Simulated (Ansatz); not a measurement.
Two isomers of C2H8AlNSi: A = `[CH3][Al]1[NH][SiH]1C`, B = `C=C([SiH3])[NH][AlH2]`.

Computed with Ansatz on PBE0-D4/def2-TZVP structures; ΔE is electronic, products minus reactants. CCSD(T)/CBS adds triple-zeta CCSD(T) − MP2 to the extrapolated MP2 energy (def2 sets, frozen cores). Functionals use def2-TZVPP. B3LYP here is the variant with VWN-RPA as its local correlation; programs differ in this. Each species was taken in one conformer, which may not be the lowest.

(1) Which is lower in electronic energy at CCSD(T)/CBS, and by how much? (An estimate is asked.)

(2) Give E(B) − E(A) in kJ/mol with ωB97M-V, B2PLYP, CCSD/def2-TZVPP, HF/def2-TZVPP, PBE-D4, B3LYP-D4, CCSD(T)/def2-TZVPP. (Estimate.)

Largest T1 diagnostic: 0.013.

## Answers

(1) The calculation gave: A, by 118.0 kJ/mol.

(2) Ansatz gave: ωB97M-V 117.3, B2PLYP 113.0, CCSD/def2-TZVPP 112.3, HF/def2-TZVPP 79.5, PBE-D4 127.1, B3LYP-D4 100.3, CCSD(T)/def2-TZVPP 114.0. None reverses the order clearly.

In def2-TZVPP, CCSD(T) changes the Hartree–Fock value by +34.5 kJ/mol (the triples alone add +1.7 kJ/mol) and MP2 by +44.0 kJ/mol. The D4 term adds −8.5 kJ/mol with B3LYP and −4.5 kJ/mol with PBE0; it sums over pairs of atoms, weighted by their polarisabilities, and B3LYP, whose exchange is more repulsive, gets the larger term.
